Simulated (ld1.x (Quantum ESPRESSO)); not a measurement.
# Building the RRKJ potential for cadmium (LDA (PZ), fully relativistic).

The input file (ld1.x (Quantum ESPRESSO) 7.5):

```
&input
   title='Cd', zed=48., rel=2, dft='PZ', iswitch=3,
   config='[Kr] 4d10 5s2 5p0', rel_dist='average',
   nld=5, rlderiv=1.75, eminld=-10.0, emaxld=5.0, deld=0.04
 /
 &inputp
   pseudotype=2, tm=.false., rho0=0.02, lloc=1,
   nlcc=.false.,
   file_pseudopw='Cd.UPF', file_wfcaegen='ae.wfc', file_wfcncgen='nc.wfc', file_beta='beta', file_chi='chi'
 /
3
4S  1  0   2.00   0.00  0.80  0.80  0.0
4D  3  2  10.00   0.00  1.55  1.55  0.0
4P  2  1   6.00   0.00  1.60  1.60  0.0
 &test
   configts(1)='4s2 4p6 4d10 5s2 5p0'
 /
```

Command:

```bash
ld1.x < Cd.in > Cd.out
```

Output (shortened: banner, matrices, multipoles, cross overlaps and the repeated all-electron block are left out):

```
Program LD1 v.7.5
     --------------------------- All-electron run ----------------------------

     Cd
     dirac relativistic calculation

     atomic number is 48.00
     dft =PZ   lsd =0 sic =0 latt =0  beta=0.20 tr2=1.0E-14
     Exchange-correlation= PZ
                           (   1   1   0   0   0   0   0)
     mesh =1239 r(mesh) =  99.86297 a.u. xmin = -7.00 dx = 0.01250
     1 Ry =  13.60569312 eV, c = 137.03599908

     n l j   nl                  e(Ry)          e(Ha)          e(eV)
     Spin orbit split results
     1 0 0.5 1S 1( 2.00)     -1946.0443      -973.0221    -26477.2811
     2 0 0.5 2S 1( 2.00)      -288.9048      -144.4524     -3930.7506
     2 1 0.5 2P 1( 2.00)      -269.1118      -134.5559     -3661.4525
     2 1 1.5 2P 1( 4.00)      -254.9871      -127.4935     -3469.2757
     3 0 0.5 3S 1( 2.00)       -53.8128       -26.9064      -732.1603
     3 1 0.5 3P 1( 2.00)       -45.8707       -22.9354      -624.1030
     3 1 1.5 3P 1( 4.00)       -43.3482       -21.6741      -589.7821
     4 0 0.5 4S 1( 2.00)        -7.7744        -3.8872      -105.7761
     4 1 0.5 4P 1( 2.00)        -5.2204        -2.6102       -71.0266
     4 1 1.5 4P 1( 4.00)        -4.7865        -2.3933       -65.1241
     3 2 1.5 3D 1( 4.00)       -29.2384       -14.6192      -397.8093
     3 2 2.5 3D 1( 6.00)       -28.7253       -14.3626      -390.8272
     4 2 1.5 4D 1( 4.00)        -0.9054        -0.4527       -12.3186
     4 2 2.5 4D 1( 6.00)        -0.8538        -0.4269       -11.6164
     5 0 0.5 5S 1( 2.00)        -0.4382        -0.2191        -5.9615
     5 1 0.5 5P 1( 0.00)        -0.1079        -0.0539        -1.4679
     5 1 1.5 5P 1( 0.00)        -0.0935        -0.0467        -1.2716
     Averaged results
     1 0     1S 1( 2.00)     -1946.0443      -973.0221    -26477.2811
     2 0     2S 1( 2.00)      -288.9048      -144.4524     -3930.7506
     2 1     2P 1( 6.00)      -259.6953      -129.8477     -3533.3346
     3 0     3S 1( 2.00)       -53.8128       -26.9064      -732.1603
     3 1     3P 1( 6.00)       -44.1890       -22.0945      -601.2224
     4 0     4S 1( 2.00)        -7.7744        -3.8872      -105.7761
     4 1     4P 1( 6.00)        -4.9311        -2.4656       -67.0916
     3 2     3D 1(10.00)       -28.9305       -14.4653      -393.6200
     4 2     4D 1(10.00)        -0.8744        -0.4372       -11.8973
     5 0     5S 1( 2.00)        -0.4382        -0.2191        -5.9615
     5 1     5P 1( 0.00)        -0.0983        -0.0491        -1.3371

     final scf error:  4.8E-16 reached in  24 iterations

     Etot =  -11181.977500 Ry,   -5590.988750 Ha, -152138.554368 eV

     Ekin =   11722.796725 Ry,    5861.398363 Ha,  159496.774790 eV
     Encl =  -27140.252081 Ry,  -13570.126040 Ha, -369261.941088 eV
     Eh   =    4534.616317 Ry,    2267.308158 Ha,   61696.598040 eV
     Exc  =    -299.138462 Ry,    -149.569231 Ha,   -4069.986109 eV

     normalization and overlap integrals

     s(1S/1S) =  1.000000  <r> =   0.0304  <r2> =    0.0013  r(max) =   0.0198
     s(2S/2S) =  1.000000  <r> =   0.1314  <r2> =    0.0204  r(max) =   0.1112
     s(2P/2P) =  1.000000  <r> =   0.1113  <r2> =    0.0152  r(max) =   0.0866
     s(2P/2P) =  1.000000  <r> =   0.1164  <r2> =    0.0165  r(max) =   0.0899
     s(3S/3S) =  1.000000  <r> =   0.3587  <r2> =    0.1473  r(max) =   0.3259
     s(3P/3P) =  1.000000  <r> =   0.3499  <r2> =    0.1424  r(max) =   0.3100
     s(3P/3P) =  1.000000  <r> =   0.3609  <r2> =    0.1513  r(max) =   0.3218
     s(4S/4S) =  1.000000  <r> =   0.8785  <r2> =    0.8755  r(max) =   0.7916
     s(4P/4P) =  1.000000  <r> =   0.9383  <r2> =    1.0100  r(max) =   0.8322
     s(4P/4P) =  1.000000  <r> =   0.9701  <r2> =    1.0801  r(max) =   0.8533
     s(3D/3D) =  1.000000  <r> =   0.3329  <r2> =    0.1320  r(max) =   0.2635
     s(3D/3D) =  1.000000  <r> =   0.3364  <r2> =    0.1347  r(max) =   0.2668
     s(4D/4D) =  1.000000  <r> =   1.2801  <r2> =    2.0031  r(max) =   0.9790
     s(4D/4D) =  1.000000  <r> =   1.3015  <r2> =    2.0751  r(max) =   0.9913
     s(5S/5S) =  1.000000  <r> =   2.8670  <r2> =    9.5131  r(max) =   2.3194
     s(5P/5P) =  1.000000  <r> =   4.1938  <r2> =   21.1105  r(max) =   3.1702
     s(5P/5P) =  1.000000  <r> =   4.4113  <r2> =   23.3869  r(max) =   3.3328

     ------------------------ End of All-electron run ------------------------

     --------------------- Generating NC pseudopotential ---------------------

      Generating local pot.: lloc=1, j= 0.50, matching radius rcloc =   1.6000

      Generating local pot.: lloc=1, j= 1.50, matching radius rcloc =   1.6000

     Fully relativistic calculation: |psi|^2

     Wfc 4S LC norm =  0.99951800 SC norm =  0.00048147 missing  0.00000053

     Wfc 4D LC norm =  0.99975571 SC norm =  0.00024422 missing  0.00000006

     Wfc 4D LC norm =  0.99976236 SC norm =  0.00022874 missing  0.00000890

      Wfc   4S  rcut= 0.802  Estimated cut-off energy=       69.46 Ry
      Using 4 Bessel functions for this wfc, rho(0) = 0.020
      This function has    0 nodes for 0 < r <    0.802

      Wfc   4D  rcut= 1.535  Estimated cut-off energy=       99.60 Ry
      This function has    0 nodes for 0 < r <    1.535

      Wfc   4D  rcut= 1.535  Estimated cut-off energy=       99.52 Ry
      This function has    0 nodes for 0 < r <    1.535

     ------------------- End of pseudopotential generation -------------------

     Computing logarithmic derivative in   1.75079
     Computing logarithmic derivative in   1.75079
     Computing the partial wave expansion
     R is outside the sphere for l=    0 j= 0.50
       no projector for channel:   1
       no projector for channel:   1
     R is outside the sphere for l=    2 j= 1.50
     R is outside the sphere for l=    2 j= 2.50

     ---------------------- Testing the pseudopotential ----------------------

     Cd
     dirac relativistic calculation

     atomic number is 48.00   valence charge is 20.00
     dft =PZ   lsd =0 sic =0 latt =0  beta=0.20 tr2=1.0E-14
     mesh =1239 r(mesh) =  99.86297 xmin = -7.00 dx = 0.01250

     n l  j  nl             e AE (Ry)       e PS (Ry)    De AE-PS (Ry)
     1 0 0.5 4S   1( 2.00)       -7.77440       -7.77439       -0.00000
     2 1 0.5 4P   1( 2.00)       -5.22036       -4.92721       -0.29315  !
     2 1 1.5 4P   1( 4.00)       -4.78653       -4.92721        0.14068  !
     3 2 1.5 4D   1( 4.00)       -0.90540       -0.90540       -0.00000
     3 2 2.5 4D   1( 6.00)       -0.85379       -0.85380        0.00001
     2 0 0.5 5S   1( 2.00)       -0.43816       -0.46322        0.02506  !
     3 1 0.5 5P   1( 0.00)       -0.10789       -0.10866        0.00077
     3 1 1.5 5P   1( 0.00)       -0.09346       -0.10866        0.01519  !

     eps = 5.0E-15  iter = 25

     Etot =  -11181.977500 Ry,   -5590.988750 Ha, -152138.554368 eV
     Etotps =  -335.052578 Ry,    -167.526289 Ha,   -4558.622553 eV

     Ekin =     122.529863 Ry,      61.264932 Ha,    1667.103719 eV
     Encl =    -710.503024 Ry,    -355.251512 Ha,   -9666.886111 eV
     Ehrt =     289.673065 Ry,     144.836532 Ha,    3941.202825 eV
     Ecxc =     -29.914505 Ry,     -14.957253 Ha,    -407.007576 eV
     Epseu=      -6.837977 Ry,      -3.418988 Ha,     -93.035410 eV

     ---------------------- End of pseudopotential test ----------------------
```

Generation and configuration tests took about 1.8 s on one core of a shared server CPU.
